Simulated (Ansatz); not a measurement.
Reaction R1 → P1 + P2, each structure at its B3LYP-D3(BJ)/def2-TZVP stationary point, reached from a drawn start (curvature not checked).
R1, F3Ti (SMILES [F][Ti]([F])[F]) (charge 0, multiplicity 2):
```csv
atom,x (Å),y (Å),z (Å)
Ti,0.0000,0.0000,-0.0003
F,1.7796,-0.0100,-0.0098
F,-0.8812,1.5462,-0.0013
F,-0.8983,-1.5362,0.0113
```
P1, F2Ti (SMILES [F][Ti][F]) (charge 0, multiplicity 3):
```xyz
3

Ti     0.0023     0.0033    -0.4015
F      1.6982    -0.0057     0.2106
F     -1.7005     0.0024     0.1909
```
P2: F atom, charge 0, multiplicity 2.

P less R. No zero-point or thermal terms; open shells are unrestricted; no spin–orbit coupling. The spin states of the d-block species are the ones drawn and need not be the lowest.

Frozen-core correlation throughout.

Run with Ansatz (a quantum-chemistry and plane-wave program) with Gaussian orbitals. All values are computed, each at the level named.

Total energies in hartree:

| structure | PBE/def2-TZVPP | B3LYP/def2-TZVPP | CCSD(T)/def2-QZVPP |
|---|---|---|---|
| R1 | -1148.854354 | -1149.366584 | -1148.098509 |
| P1 | -1048.937912 | -1049.364847 | -1048.213703 |
| P2 | -99.669123 | -99.770147 | -99.651180 |

### Question
Work out the reaction energy at each level in eV (1 hartree = 27.21139 eV), and say how far PBE/def2-TZVPP lies from CCSD(T)/def2-QZVPP.

### Answer
- PBE/def2-TZVPP: (-1048.937912) + (-99.669123) − (-1148.854354) = 0.247319 hartree = 6.730 eV
- B3LYP/def2-TZVPP: (-1049.364847) + (-99.770147) − (-1149.366584) = 0.231590 hartree = 6.302 eV
- CCSD(T)/def2-QZVPP: (-1048.213703) + (-99.651180) − (-1148.098509) = 0.233626 hartree = 6.357 eV
PBE/def2-TZVPP less CCSD(T)/def2-QZVPP: 0.373 eV. CCSD(T)/def2-QZVPP is the level counted from, the highest shown, and no exact or measured value.
